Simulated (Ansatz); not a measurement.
`[CH3][Al]([OH])[F]`. The species carries charge 0 and has multiplicity 1.

Z-matrix (Å, degrees):
```
C
Al 1 1.930
H 1 1.094 2 110.7
H 1 1.093 2 110.7 3 -118.2
H 1 1.091 2 111.9 3 120.8
O 2 1.689 1 120.6 3 61.5
F 2 1.654 1 121.2 3 -118.5
H 6 0.956 2 123.8 1 -179.9
```

Problem. List the harmonic frequencies (cm⁻¹, unscaled) at PBE0-D4/def2-TZVP in Ansatz. (Best estimate.)

Solution. Ansatz gave: 34i, 180, 235, 236, 379, 600, 624, 676, 701, 840, 915, 1227, 1443, 1445, 3051, 3127, 3147, 3962.
